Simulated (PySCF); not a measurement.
## Be (beryllium, neutral) across methods

[He] 2s1 2p1, high-spin 3P determinant (an excited configuration). All numbers are calculated (PySCF 2.14, the spin-free X2C one-electron Hamiltonian (Gaussian nucleus), in aug-cc-pVQZ-DK).

```tsv
method	E (hartree)	mean ε 1s β (eV)	mean ε 2s α (eV)	mean ε 2p α (eV)	Σ⟨r²⟩ (bohr²)	⟨S²⟩
HSE06	-14.5572	-111.71	-7.286	-3.675	18.42	2.000
LDA	-14.3607	-105.19	-6.565	-3.069	19.00	2.000
PBE	-14.5470	-106.42	-6.583	-3.127	18.68	2.000
BLYP	-14.5725	-106.79	-6.295	-2.915	18.70	2.000
M06	-14.5722	-112.52	-7.383	-3.838	18.79	2.000
UHF	-14.51607	-128.55	-10.784	-6.690	18.29	2.000
r2SCAN	-14.5729	-108.79	-6.835	-3.272	18.38	2.000
PBE0	-14.5547	-112.12	-7.712	-4.062	18.42	2.000
```

Problem. Estimate the same row for BP86.

Solution. E (hartree) = -14.5739; mean ε 1s β (eV) = -106.74; mean ε 2s α (eV) = -6.648; mean ε 2p α (eV) = -3.188; Σ⟨r²⟩ (bohr²) = 18.65; ⟨S²⟩ = 2.000.
